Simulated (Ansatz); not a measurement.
Stepwise reaction of `[NH2][Ti]([Cl])([Cl])[Cl]` with ammonia, as a gas-phase model of exchange steps in deposition or etching. ΔE in kJ/mol.

Calculated with Ansatz (gas phase, PBE0-D4/def2-TZVP geometries, no zero-point term in ΔE). CCSD(T)/CBS is the MP2 limit (def2-TZVPP, def2-QZVPP) plus CCSD(T) − MP2 in def2-TZVPP, frozen cores. This one scheme is used for every species. DFT in def2-TZVPP. B3LYP here is the variant with VWN-RPA as its local correlation; programs differ in this. For Ti outer-core shells are correlated without core-valence functions, which leaves a few kJ/mol of doubt a bond. Scalar relativity is left out up to krypton. Each species was taken in one conformer, which may not be the lowest.

```json
{"step": "1", "reaction": "`[NH2][Ti]([Cl])([Cl])[Cl]` + NH₃ → `[NH2][Ti]([NH2])([Cl])[Cl]` + HCl", "PBE-D4": "78.7", "B3LYP-D4": "77.0", "ωB97M-V": "73.9", "CCSD(T)/CBS": "74.6"}
{"step": "3", "reaction": "`[NH2][Ti]([NH2])([NH2])[Cl]` + NH₃ → `[NH2][Ti]([NH2])([NH2])[NH2]` + HCl", "PBE-D4": "113.8", "B3LYP-D4": "112.9", "ωB97M-V": "111.5", "CCSD(T)/CBS": "111.2"}
```

(1) Give the row of step 2, `[NH2][Ti]([NH2])([Cl])[Cl]` + NH₃ → `[NH2][Ti]([NH2])([NH2])[Cl]` + HCl. (An estimate is asked.)

(2) By hand: ΔE of the 3 steps together at CCSD(T)/CBS.

Answers

(1) Ansatz gave: 
```json
{"step": "2", "reaction": "`[NH2][Ti]([NH2])([Cl])[Cl]` + NH₃ → `[NH2][Ti]([NH2])([NH2])[Cl]` + HCl", "PBE-D4": "89.1", "B3LYP-D4": "88.5", "ωB97M-V": "86.4", "CCSD(T)/CBS": "86.4"}
```

(2) (74.6) + (86.4) + (111.2) = 272.2 kJ/mol, or 90.7 kJ/mol a step.

In ΔE each step is higher than the one before. All are uphill at CCSD(T)/CBS. PBE-D4 differs from CCSD(T)/CBS by 2.6 to 4.1 kJ/mol a step. Isolated molecules leave out the surface, adducts and barriers. Largest T1 diagnostic: 0.025.
